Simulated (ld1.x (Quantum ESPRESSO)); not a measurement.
An all-electron radial function and its pseudo partner (neodymium (Nd))

Columns: radius, all-electron u(r) and pseudo u(r) of the 5s shell (level -43.83 eV) of neodymium in the configuration [Kr] 4d10 4f3 5s2 5p6 5d1 6s2 6p0; LDA (PZ), scalar-relativistic, TM scheme, ld1.x (Quantum ESPRESSO) 7.5.

```csv
r (bohr),all-electron,pseudo
0.146,0.2152,0.1598
0.292,0.0484,0.3139
0.438,-0.5051,0.4568
0.584,-0.4012,0.5832
0.730,0.0437,0.6887
0.876,0.4868,0.7696
1.022,0.7928,0.8232
1.168,0.9494,0.8483
1.314,0.9884,0.8450
1.460,0.9498,0.8156
1.606,0.8668,0.7638
1.752,0.7635,0.6952
1.898,0.6556,0.6158
2.044,0.5523,0.5321
2.190,0.4586,0.4499
2.336,0.3765,0.3735
2.482,0.3064,0.3056
2.628,0.2475,0.2474
2.774,0.1988,0.1988
2.920,0.1590,0.1590
3.066,0.1266,0.1266
3.212,0.1004,0.1004
3.358,0.0795,0.0795
3.504,0.0628,0.0628
3.650,0.0495,0.0495
3.796,0.0389,0.0389
```

Q: How many radial nodes do the two functions have?

A: The all-electron 5s function has n − l − 1 = 4 (the table is too coarse to show those close to the nucleus); the pseudo-wave has 0, since the states of the same l below it are removed with the core.

Q: At about which radius was the pseudo-wave matched?

A: 2.92 bohr. The columns agree to 0.0005 from 2.63 bohr on; several derivatives are matched, so the curves merge somewhat inside the radius.

Q: Is the pseudo-wave norm-conserving?

A: Yes: the TM scheme keeps the norm inside the radius equal to the all-electron one, which fixes the energy derivative of the logarithmic derivative at the level.
